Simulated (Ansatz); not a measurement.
The cluster NiPt2, relaxed as a singlet with RKS PBE0-D4/def2-TZVP in Ansatz, starting from the GFN2-xTB geometry. Force threshold 0.02 eV/Å.

In the def2 sets Pt takes a core potential; there is no spin–orbit coupling. The structure comes from a short search, and lower isomers may exist.

Start:

Cartesian coordinates in Å:
```
Pt 0.655 -0.134 -2.201
Pt -0.013 0.004 0.028
Ni -0.642 0.130 2.173
```

```json
{"step": "1", "energy (eV)": "-47528.2881", "largest force component (eV/Å)": "1.407", "SCF passes": "108"}
{"step": "2", "energy (eV)": "-47528.4428", "largest force component (eV/Å)": "0.547", "SCF passes": "75"}
{"step": "3", "energy (eV)": "-47528.6176", "largest force component (eV/Å)": "0.660", "SCF passes": "75"}
{"step": "4", "energy (eV)": "-47528.8222", "largest force component (eV/Å)": "0.650", "SCF passes": "76"}
{"step": "5", "energy (eV)": "-47528.9868", "largest force component (eV/Å)": "0.390", "SCF passes": "68"}
{"step": "6", "energy (eV)": "-47529.0548", "largest force component (eV/Å)": "0.174", "SCF passes": "81"}
{"step": "7", "energy (eV)": "-47529.1872", "largest force component (eV/Å)": "0.625", "SCF passes": "129"}
{"step": "8", "energy (eV)": "-47529.6315", "largest force component (eV/Å)": "1.083", "SCF passes": "64"}
{"step": "9", "energy (eV)": "-47530.2310", "largest force component (eV/Å)": "1.410", "SCF passes": "66"}
{"step": "10", "energy (eV)": "-47530.7837", "largest force component (eV/Å)": "0.695", "SCF passes": "59"}
{"step": "11 (rejected)", "energy (eV)": "-47530.7654", "largest force component (eV/Å)": "1.125", "SCF passes": "60"}
{"step": "12", "energy (eV)": "-47530.8290", "largest force component (eV/Å)": "0.072", "SCF passes": "45"}
{"step": "13", "energy (eV)": "-47530.8291", "largest force component (eV/Å)": "0.077", "SCF passes": "46"}
{"step": "14", "energy (eV)": "-47530.8295", "largest force component (eV/Å)": "0.000", "SCF passes": "43"}
```

Force components are those of the run's own axes.

End:

```xyz
3

Pt    0.927   -0.398   -0.963
Pt   -1.196    0.660   -0.282
Ni    0.268   -0.262    1.245
```

Bonds formed: Pt1–Ni3 (atoms count from 1). The end is the same structure that another start reached, the lowest one found.

No frequencies were taken in this run, so the end may be a saddle point.

Hardware: 2 threads of Intel Xeon Platinum 8259CL on a shared host. Wall time 83 s.
